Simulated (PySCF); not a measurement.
Adding and removing an electron: SrH

PBE0; Sr def2-SVPD with ECP28, H def2-SVPD; scalar-relativistic core potentials (PySCF 2.14). Neutral (UKS): doublet (σ ↑), Re = 2.150 Å, ωe = 1189 cm⁻¹, De = 1.75 eV, HOMO -3.81 eV, LUMO -1.89 eV.

SrH⁺ (UKS): singlet (closed shell), Re = 2.041 Å, ωe = 1403 cm⁻¹, De = 2.07 eV to Sr⁺ + H. The energies at the minima are -31.23242 hartree for SrH and -31.03789 for SrH⁺.

(1) Work out the adiabatic ionisation energy, without and with harmonic zero-point energies (1 hartree = 27.2114 eV, 1 eV = 8065.5 cm⁻¹), and the change of the bond length.

For an ion De counts to the pair picked by the measured ionisation energies or electron affinities, which need not be the lowest pair at this level. States were picked by a PBE0 search and need not be the measured ground states.

## Answers

(1) At PBE0: 0.19453 hartree = 5.293 eV between the minima; the zero-point term (1403.0 − 1189.0)/2 cm⁻¹ = +0.013 eV makes it 5.307 eV. Re changes by -10.9 pm against the neutral. The electron leaves a σ orbital; in so polar a molecule the change of length follows mostly from the change of the ionic charges.
